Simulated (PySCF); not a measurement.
CH4ClFOSi2, SMILES O=C([SiH3])[Si@@H](F)Cl.

The structure is a stationary point at TPSSh-D3(BJ)/def2-SVP. The structure was generated by enumeration; whether it is a known compound was not checked. The values are those of a single conformer.

All values below come from TPSSh-D3(BJ)/def2-SVP in PySCF.

Frequencies are harmonic and unscaled.

### Question
Estimate the vibrational spectrum. (Estimate from the structure and the level; the computed values follow.)

### Answer

```json
[
 {"mode": "1", "ν (cm⁻¹)": "18", "IR (km/mol)": "2.1", "Raman (Å⁴/amu)": "0.6", "depolarisation": "0.73", "moving atoms (share of kinetic energy)": "O 33 %, Si 21 %, F 20 %, Cl 17 %, H 8 %"},
 {"mode": "2", "ν (cm⁻¹)": "67", "IR (km/mol)": "2.1", "Raman (Å⁴/amu)": "0.6", "depolarisation": "0.74", "moving atoms (share of kinetic energy)": "H 34 %, Cl 30 %, Si 25 %"},
 {"mode": "3", "ν (cm⁻¹)": "89", "IR (km/mol)": "2.7", "Raman (Å⁴/amu)": "0.6", "depolarisation": "0.72", "moving atoms (share of kinetic energy)": "H 66 %, Cl 17 %, Si 12 %"},
 {"mode": "4", "ν (cm⁻¹)": "104", "IR (km/mol)": "4.2", "Raman (Å⁴/amu)": "0.7", "depolarisation": "0.74", "moving atoms (share of kinetic energy)": "F 46 %, Si 24 %, O 14 %"},
 {"mode": "5", "ν (cm⁻¹)": "219", "IR (km/mol)": "6.2", "Raman (Å⁴/amu)": "1.7", "depolarisation": "0.70", "moving atoms (share of kinetic energy)": "F 52 %, Cl 20 %, O 14 %"},
 {"mode": "6", "ν (cm⁻¹)": "255", "IR (km/mol)": "34.5", "Raman (Å⁴/amu)": "0.2", "depolarisation": "0.25", "moving atoms (share of kinetic energy)": "O 39 %, Si 29 %, H 22 %"},
 {"mode": "7", "ν (cm⁻¹)": "321", "IR (km/mol)": "5.0", "Raman (Å⁴/amu)": "5.3", "depolarisation": "0.61", "moving atoms (share of kinetic energy)": "O 30 %, Si 25 %, Cl 18 %, F 14 %, C 8 %"},
 {"mode": "8", "ν (cm⁻¹)": "375", "IR (km/mol)": "5.2", "Raman (Å⁴/amu)": "9.6", "depolarisation": "0.46", "moving atoms (share of kinetic energy)": "H 41 %, C 35 %, Si 11 %, O 8 %"},
 {"mode": "9", "ν (cm⁻¹)": "421", "IR (km/mol)": "3.5", "Raman (Å⁴/amu)": "33.8", "depolarisation": "0.24", "moving atoms (share of kinetic energy)": "Si 54 %, H 18 %, C 14 %, O 11 %"},
 {"mode": "10", "ν (cm⁻¹)": "554", "IR (km/mol)": "53.9", "Raman (Å⁴/amu)": "7.8", "depolarisation": "0.49", "moving atoms (share of kinetic energy)": "Si 49 %, Cl 38 %, H 11 %"},
 {"mode": "11", "ν (cm⁻¹)": "600", "IR (km/mol)": "20.2", "Raman (Å⁴/amu)": "8.0", "depolarisation": "0.51", "moving atoms (share of kinetic energy)": "H 64 %, Si 21 %, C 8 %"},
 {"mode": "12", "ν (cm⁻¹)": "653", "IR (km/mol)": "23.9", "Raman (Å⁴/amu)": "3.1", "depolarisation": "0.69", "moving atoms (share of kinetic energy)": "H 47 %, C 41 %, Si 8 %"},
 {"mode": "13", "ν (cm⁻¹)": "772", "IR (km/mol)": "231.5", "Raman (Å⁴/amu)": "15.8", "depolarisation": "0.75", "moving atoms (share of kinetic energy)": "H 80 %, Si 14 %"},
 {"mode": "14", "ν (cm⁻¹)": "817", "IR (km/mol)": "31.8", "Raman (Å⁴/amu)": "11.0", "depolarisation": "0.75", "moving atoms (share of kinetic energy)": "H 79 %, F 16 %"},
 {"mode": "15", "ν (cm⁻¹)": "868", "IR (km/mol)": "158.2", "Raman (Å⁴/amu)": "5.5", "depolarisation": "0.69", "moving atoms (share of kinetic energy)": "C 40 %, H 38 %, Si 13 %"},
 {"mode": "16", "ν (cm⁻¹)": "915", "IR (km/mol)": "104.9", "Raman (Å⁴/amu)": "5.0", "depolarisation": "0.72", "moving atoms (share of kinetic energy)": "H 64 %, Si 19 %, F 10 %"},
 {"mode": "17", "ν (cm⁻¹)": "924", "IR (km/mol)": "144.3", "Raman (Å⁴/amu)": "3.0", "depolarisation": "0.44", "moving atoms (share of kinetic energy)": "Si 33 %, F 27 %, C 24 %, H 16 %"},
 {"mode": "18", "ν (cm⁻¹)": "948", "IR (km/mol)": "39.5", "Raman (Å⁴/amu)": "17.4", "depolarisation": "0.73", "moving atoms (share of kinetic energy)": "H 89 %"},
 {"mode": "19", "ν (cm⁻¹)": "951", "IR (km/mol)": "50.2", "Raman (Å⁴/amu)": "20.0", "depolarisation": "0.75", "moving atoms (share of kinetic energy)": "H 96 %"},
 {"mode": "20", "ν (cm⁻¹)": "1698", "IR (km/mol)": "81.9", "Raman (Å⁴/amu)": "60.6", "depolarisation": "0.52", "moving atoms (share of kinetic energy)": "C 57 %, O 43 %"},
 {"mode": "21", "ν (cm⁻¹)": "2260", "IR (km/mol)": "40.8", "Raman (Å⁴/amu)": "200.0", "depolarisation": "0.02", "moving atoms (share of kinetic energy)": "H 99 %"},
 {"mode": "22", "ν (cm⁻¹)": "2274", "IR (km/mol)": "85.5", "Raman (Å⁴/amu)": "74.5", "depolarisation": "0.75", "moving atoms (share of kinetic energy)": "H 96 %"},
 {"mode": "23", "ν (cm⁻¹)": "2285", "IR (km/mol)": "88.8", "Raman (Å⁴/amu)": "115.8", "depolarisation": "0.56", "moving atoms (share of kinetic energy)": "H 96 %"},
 {"mode": "24", "ν (cm⁻¹)": "2325", "IR (km/mol)": "120.9", "Raman (Å⁴/amu)": "235.9", "depolarisation": "0.18", "moving atoms (share of kinetic energy)": "H 96 %"}
]
```
